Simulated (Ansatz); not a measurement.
A run for Ansatz (an electronic-structure program): R-BLYP/def2-TZVPP on CH6SSi (SMILES CS[SiH3]), a point of a torsion scan.

Ansatz 0.2 input:
```yaml
crystal:
  periodic: [false, false, false]
  atoms:
    - {symbol: C, position_ang: [1.53709113, -0.09827741, 0.11574049]}
    - {symbol: S, position_ang: [0.31826657, 0.71911962, -0.96624453]}
    - {symbol: Si, position_ang: [-1.53662958, 0.12863144, -0.06228198]}
    - {symbol: H, position_ang: [1.41453540, -1.17521293, 0.06128573]}
    - {symbol: H, position_ang: [2.51641607, 0.18162073, -0.25735840]}
    - {symbol: H, position_ang: [1.41432936, 0.25097593, 1.13575206]}
    - {symbol: H, position_ang: [-1.21597340, -0.26987079, 1.30307494]}
    - {symbol: H, position_ang: [-2.07228644, -1.01137904, -0.79822750]}
    - {symbol: H, position_ang: [-2.39610536, 1.29657705, -0.13530584]}
basis:
  gaussian:
    orbitals: def2-TZVPP
hamiltonian:
  xc: {name: BLYP}
scf: {lower_state_search: off}
```

### Question
What total energy does the run end on?

### Answer
-729.4087 hartree.
